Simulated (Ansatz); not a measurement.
Tuning the range parameter of LC-ωPBE so that −HOMO meets the ionisation energy; basis def2-TZVP, Ansatz. System: [Ag(NH3)2]+ (AgN₂H₆⁺). Total charge 1; singlet. Geometry: PBE-D4/def2-TZVP. The ionised state is a doublet.

Geometry of the singlet:

```xyz
9

Ag    0.000    0.000    0.000
N    -0.915   -0.828    1.727
H    -1.602   -1.549    1.483
H    -1.406   -0.116    2.274
H    -0.227   -1.265    2.348
N     0.915    0.828   -1.727
H     1.460    0.128   -2.239
H     1.554    1.592   -1.487
H     0.221    1.208   -2.378
```

In the def2 sets Ag takes a core potential; there is no spin–orbit coupling.

| ω (1/bohr) | HOMO (eV) | LUMO (eV) | vertical IE (eV) | HOMO + IE (eV) |
| --- | --- | --- | --- | --- |
| 0.1 | -12.50 | -4.60 | 14.78 | 2.28 |
| 0.15 | -13.13 | -4.08 | 14.82 | 1.68 |
| 0.2 | -13.67 | -3.68 | 14.86 | 1.19 |
| 0.3 | -14.49 | -3.16 | 14.93 | 0.44 |

(1) Where does the tuning condition hold?

## Answers

(1) Not within the range that was run.
